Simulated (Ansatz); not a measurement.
Born–Oppenheimer molecular dynamics of AlBrF2H4OSi (10 atoms, charge 0, multiplicity 1). It starts at the highest image of a converged band. Of that band: A vibrational analysis at the climbing image gives one clearly imaginary mode, 405i cm⁻¹, and a faint second one (16i cm⁻¹) that may be numerical noise or a soft torsion: probably a first-order saddle point.

Computed with Ansatz, RKS PBE0-D4/def2-SVP.

```
ensemble                      : NVE (velocity Verlet)
time step                     : 0.5 fs
steps asked                   : 200
starting velocities drawn for : 100 K
seed                          : 11340
```

First frame:

```xyz
10
Properties=species:S:1:pos:R:3
Al -0.113 0.212 0.013
F -0.524 -0.021 1.708
O 1.216 -0.657 -0.520
Si 2.434 -1.462 -1.285
H 1.964 -2.809 -1.724
H 2.891 -0.693 -2.482
H 3.588 -1.631 -0.352
F -1.454 0.478 -0.919
Br 0.591 2.404 1.023
H -0.051 1.234 1.870
```

Q: What does the run give?

A: The run went to its last step.

| Property | Result |
| --- | --- |
| steps done | 200 |
| time covered | 100 fs |
| mean temperature over the second half | 122 K |
| spread of the potential energy over the second half | 1.8 meV per atom |
| mean potential energy of the second half above the start | -2.2 meV per atom |

The conserved energy stayed within 0.018 meV per atom of its start (net change 0.011 meV per atom), so the integration is sound. A run of 0.1 ps of so small a system gives no equilibrium averages. The orbitals stay closed-shell, which can raise the energy where a bond breaks towards radicals; this wasn't checked here.

Q: What happens to the structure?

A: Between its relaxed ends the band would form F2–H10 and break Br9–H10. These pairs go: F2–H10 1.35 → 2.91 Å, Br9–H10 1.58 → 1.43 Å. In the last frame they stand as before the step (other bonds may differ from the relaxed reactants and products). It ends as one piece, AlBrF2H4OSi. Pairs count as bonded within 1.25 times the sum of covalent radii (0.12 Å more for H–H). Another seed would give other details.

Q: How do temperature and energy run in time?

A: 
```tsv
time (fs)	T (K)	potential energy less start (eV)	conserved less start (meV/atom)
0	100	0.000	0.00
8	43	0.060	0.01
16	58	0.044	0.01
24	84	0.017	0.01
32	70	0.031	0.01
40	101	-0.001	0.01
48	115	-0.016	0.01
56	118	-0.019	0.01
64	145	-0.046	0.01
72	136	-0.037	0.01
80	112	-0.012	0.01
88	117	-0.018	0.01
96	95	0.005	0.01
```

The run took 7.5 min on 4 threads of Arm Neoverse V2, with other jobs on the host, peak memory 0.36 GiB.
